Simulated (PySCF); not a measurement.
Static response to an electric field

Compound: C7H4BF2N.
Numbering: `[N:1]#[C:2][c:3]1[cH:4][cH:5][c:6]([B:7]([F:8])[F:9])[cH:10][cH:11]1` (hydrogens: H12 on C4; H13 on C5; H14 on C10; H15 on C11)

Structure used (PBE0-D3(BJ)/def2-SVP), in Å, numbered top down from 1:
```xyz
15
C7H4BF2N angstrom
N      4.2115    0.0373    0.1328
C      3.0531    0.0253    0.0923
C      1.6213    0.0119    0.0445
C      0.9253   -1.1872    0.2612
C     -0.4624   -1.1896    0.2175
C     -1.1765   -0.0097   -0.0400
B     -2.7271   -0.0175   -0.0756
F     -3.4138    1.0845   -0.3063
F     -3.4124   -1.1258    0.1259
C     -0.4663    1.1807   -0.2567
C      0.9214    1.1997   -0.2167
H      1.4807   -2.1046    0.4627
H     -1.0064   -2.1220    0.3865
H     -1.0135    2.1045   -0.4587
H      1.4737    2.1258   -0.3844
```

Level: wB97X-D/def2-SVPD (PySCF), static field, nuclei fixed, core orbitals frozen in the response. The polarisability tensor in these axes (au):

```
x   146.66   0.66   2.76
y     0.66  92.73  -7.27
z     2.76  -7.27  57.75
```

Q: Diagonalise the tensor; give its mean and Δα, where Δα² is half the sum of the squared differences of the eigenvalues.

A: Principal values 56.21, 94.18 and 146.75 au; mean 99.05 au = 14.68 Å³ = 16.33 × 10⁻⁴⁰ C²·m²/J; Δα = 78.75 au (80 % of the mean).

Q: What is the dipole moment, and where does it point?

A: (-2.35, -0.03, -0.09) D, 2.35 D in size, pointing from the negative to the positive side. Measured along this direction, the outermost atoms are N1 at the negative end and F9 and F8 at the positive end.

Q: In TDDFT the mean static polarisability is Σ f/ω² over all singlet excitations (ω in hartree). How much of it do the 6 lowest give? Their energies (eV) and oscillator strengths: 4.93, 0.0308; 5.38, 0.3769; 6.32, 0.0000; 6.67, 0.3024; 6.75, 0.0020; 6.84, 0.5903.

A: They add up to 24.97 au, 25.2 % of the 99.05 au; the largest single term is 9.63 au, from the state at 5.38 eV. Terms in order: 0.94, 9.63, 0.00, 5.03, 0.03, 9.35 au. Higher excitations give the rest. The strengths listed sum to 1.302.

Q: Find the Langevin capture rate constant for NO+ (29.998 u) meeting this molecule (151.040 u), k = 2.342 × 10⁻⁹ cm³/s × √(α in Å³ / reduced mass in u).

A: The reduced mass is 25.03 u, so k = 1.79 × 10⁻⁹ cm³/s. The formula leaves out the permanent dipole, which adds to the capture rate.

Q: Refractivity n − 1 of an ideal gas of it at 273.15 K and 1 atm, from the electronic α?

A: N = p/kT = 2.6868 × 10¹⁹ cm⁻³, so n − 1 = 2π × N × 14.68 × 10⁻²⁴ cm³ = 2478 × 10⁻⁶ at long wavelengths.

Q: How large is μ²/3kT at 298 K beside α?

A: In Gaussian units μ²/3kT = 44.67 Å³ against 14.68 Å³, a ratio of 3.04; the Debye molar polarisation (4π/3)N_A(α + μ²/3kT) is 149.7 cm³/mol, leaving out the vibrational part.

Isolated species at its PBE0-D3(BJ)/def2-SVP geometry, gas phase.
